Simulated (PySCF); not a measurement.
A run that did not reach its result, on `B/C(=C/C)C(=C)C` (driver script around PySCF, density fitting, GFN2-xTB geometry as the base; each input is a line of settings and coordinates in Å).

Command:
```bash
OMP_NUM_THREADS=1 python probes_run.py task.json out
```
Input:
```
{"job": {"kind": "uv", "xc": "OPBE", "basis": "pcX-1", "nstates": 1, "ntriplets": 2, "tda": false, "scf": {"guess": "1e", "max_cycle": 50}}, "charge": 0, "multiplicity": 1}
B     -0.011803     1.598137     1.624661
C      0.182449     0.683783     0.397994
C      1.226656     0.856368    -0.433885
C      1.547271     0.046446    -1.640778
C     -0.807686    -0.393545     0.142120
C     -1.666466    -0.337071    -0.865173
C     -0.784250    -1.525273     1.125257
H     -0.921244     1.448729     2.345438
H      0.752419     2.460634     1.827337
H      1.932042     1.651095    -0.222658
H      0.853657    -0.781410    -1.763306
H      2.564843    -0.339078    -1.567406
H      1.504754     0.676273    -2.530239
H     -2.404781    -1.105136    -1.028491
H     -1.673044     0.488193    -1.557387
H      0.181177    -2.030670     1.087427
H     -1.568851    -2.246921     0.910913
H     -0.915905    -1.144236     2.136517
```

Output:
```
KeyError: 'Element h (Z=1) not found in basis pcX-1 version 1'
```

Problem. What went wrong, and what mends it?

Solution. The basis pcX-1 in the Basis Set Exchange has no functions for hydrogen, so the input was refused before any integral. Choose a basis that covers all elements. The run gave no result.

Conformer computed: `[BH2:1]/[C:2](=[CH:3]/[CH3:4])[C:5](=[CH2:6])[CH3:7]`: B1–C2–C5–C6 109°.
